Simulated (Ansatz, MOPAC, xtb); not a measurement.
Spectroscopic constants of As2+, multiplicity 2 (lowest of 2S+1 = 2, 4 at CCSD(T)/def2-TZVPP on PBE0 minima; our sources give no spin for the ground state, which may be another). No spin–orbit coupling. As is treated without relativity. The T1 diagnostic near the minimum is 0.052, so single-reference values are doubtful.

Seven points along R, fitted to fifth degree in 1/R; most abundant isotopes. Runs in def2 and cc sets follow the lowest solution found near the PBE0 minimum.

The state that AM1 reach isn't checked.

Programs: Ansatz (an electronic-structure program); MOPAC for AM1 (differences of heats of formation); xtb for the GFN methods. Values without a source in brackets are computed. The GFN methods have no spin term and hold the electronic entropy of 300 K.

```csv
level,r_e (Å),ω_e (cm⁻¹),ω_e x_e (cm⁻¹)
AM1,2.201,311,-0.17
GFN2-xTB,2.180,401,1.4
PBE/def2-TZVPP,2.222,…,0.81
r2SCAN/def2-TZVPP,2.194,395,0.82
BHLYP/def2-TZVPP,2.170,422,0.75
CAM-B3LYP/def2-TZVPP,2.170,419,0.73
wB97X-V/def2-TZVPP,2.156,437,0.70
wB97M-V/def2-TZVPP,…,…,0.70
```

Question: Complete the blanks.

Answer: 
- wB97M-V/def2-TZVPP, r_e (Å): 2.164
- wB97M-V/def2-TZVPP, ω_e (cm⁻¹): 429
- PBE/def2-TZVPP, ω_e (cm⁻¹): 375
